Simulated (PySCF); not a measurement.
Molecule: SMILES Nc1ccccc1Cl, C6H6ClN.

Molfile (atoms numbered from 1):
```
C6H6ClN
     RDKit          3D

 14 14  0  0  0  0  0  0  0  0999 V2000
    2.3109   -0.1940    0.0415 N   0  0  0  0  0  0  0  0  0  0  0  0
    0.9502   -0.0326    0.0633 C   0  0  0  0  0  0  0  0  0  0  0  0
    0.0715   -1.1262   -0.0388 C   0  0  0  0  0  0  0  0  0  0  0  0
   -1.3058   -0.9575    0.0300 C   0  0  0  0  0  0  0  0  0  0  0  0
   -1.8602    0.3106    0.2023 C   0  0  0  0  0  0  0  0  0  0  0  0
   -1.0127    1.4111    0.3025 C   0  0  0  0  0  0  0  0  0  0  0  0
    0.3647    1.2388    0.2324 C   0  0  0  0  0  0  0  0  0  0  0  0
    1.4125    2.6263    0.3458 Cl  0  0  0  0  0  0  0  0  0  0  0  0
    2.6698   -1.0412   -0.3751 H   0  0  0  0  0  0  0  0  0  0  0  0
    2.8604    0.6393   -0.1248 H   0  0  0  0  0  0  0  0  0  0  0  0
    0.4951   -2.1258   -0.1685 H   0  0  0  0  0  0  0  0  0  0  0  0
   -1.9548   -1.8325   -0.0525 H   0  0  0  0  0  0  0  0  0  0  0  0
   -2.9417    0.4464    0.2572 H   0  0  0  0  0  0  0  0  0  0  0  0
   -1.4094    2.4196    0.4331 H   0  0  0  0  0  0  0  0  0  0  0  0
  1  2  1  0
  2  3  2  0
  3  4  1  0
  4  5  2  0
  5  6  1  0
  6  7  2  0
  7  8  1  0
  7  2  1  0
  1  9  1  0
  1 10  1  0
  3 11  1  0
  4 12  1  0
  5 13  1  0
  6 14  1  0
M  END
```

Geometry PBE0-D3(BJ)/def2-SVP throughout; GIAO in PySCF, gas phase, one conformer, non-relativistic; equivalent atoms averaged; functional PBE0.

For orientation, def2-TZVP gives these shifts δ (against NH3, TMS, HCl at the same level): N1 72.3, C2 149.3, C6 135.1, C7 127.2, C5 121.0, C3 116.9, Cl8 178.9, H14 7.41, H9/H10 3.66 ppm.

A run gave: N1 70.8, C2 146.9, C6 133.6, C7 125.6, C5 120.0, C3 115.9, Cl8 182.4, H14 7.41, H9/H10 3.67 ppm (shifts δ (against NH3, TMS, HCl at the same level)).

Problem. Which basis set was used in that run?
A. cc-pVTZ
B. STO-3G
C. 6-311+G(2d,p)
D. 6-31G

Solution. C. Cl8 tells them apart best: 6-311+G(2d,p) gives 182.4, 6-31G gives 98.8, cc-pVTZ gives 161.7, STO-3G gives 52.8 ppm.
